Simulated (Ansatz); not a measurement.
Abridged output of a molecular run in Ansatz:

```
Functional definition: HF
1112 factors; integrals over basis functions are off by at most 1.1e-3 eV
mean field evaluation 1: about -87755.5592 eV, gradient 4.6e1 eV
mean field evaluation 2: about -87755.5940 eV, gradient 4.6e1 eV
mean field evaluation 4: about -87759.7397 eV, gradient 3.2e0 eV
mean field evaluation 8: about -87759.7808 eV, gradient 8.5e-2 eV
mean field -87759.78082239 eV, -3225.1124595068 hartree, gradient 8.8e-7 eV, S^2 0.000000; 0 other end points of the search recorded, 0 dependent functions left out
30 core orbitals not correlated, not the lowest: weight in the atoms' cores, before any rotation towards them, 0.954 or more for the frozen orbitals, at most 0.049 for the correlated occupied ones
reference -87759.78082239 eV, -3225.1124595068 hartree; 14, 14 occupied and 65, 65 virtual orbitals, 1112 factors
second order -16.66309350 eV of doubles, -0.00000000 eV of singles
cycle   1  -16.86635904 eV  change   -2.0e-1 eV  update   1.1e-1
cycle   2  -17.29827119 eV  change   -4.3e-1 eV  update   3.6e-2
cycle   3  -17.42324439 eV  change   -1.2e-1 eV  update   2.0e-2
cycle   4  -17.41529487 eV  change    7.9e-3 eV  update   4.1e-3
cycle   5  -17.41213961 eV  change    3.2e-3 eV  update   1.9e-3
cycle   6  -17.41265292 eV  change   -5.1e-4 eV  update   6.0e-4
cycle   7  -17.41254729 eV  change    1.1e-4 eV  update   2.8e-4
cycle   8  -17.41245868 eV  change    8.9e-5 eV  update   8.8e-5
cycle   9  -17.41249386 eV  change   -3.5e-5 eV  update   3.2e-5
cycle  10  -17.41251100 eV  change   -1.7e-5 eV  update   1.1e-5
perturbative correction -0.39068852 eV, -0.0143575383 hartree
Total energy: -87777.58402191 eV, -3225.7667150218 hartree
```

Its atoms:

Cartesian coordinates in Å:
```
F 1.2410 1.4927 -0.1678
Si 0.5883 0.0537 0.0103
Br -0.5295 0.1637 1.9734
O -0.4583 -0.3081 -1.1191
In -2.5349 -0.5001 -0.8899
H 1.6934 -0.9020 0.1933
```

Task: Which basis set was used?
A. def2-SVP
B. cc-pV(T+d)Z
C. def2-QZVPP
D. def2-TZVPP

Result: A. It gives 109 functions.

Task: Write the keys of the input that set method, charge and spin (a neutral closed shell needs none for the last two).

Result: 
```yaml
correlation: {method: ccsd_t, frozen_orbitals: {Br: 14, F: 1, H: 0, In: 9, O: 1, Si: 5}}
```
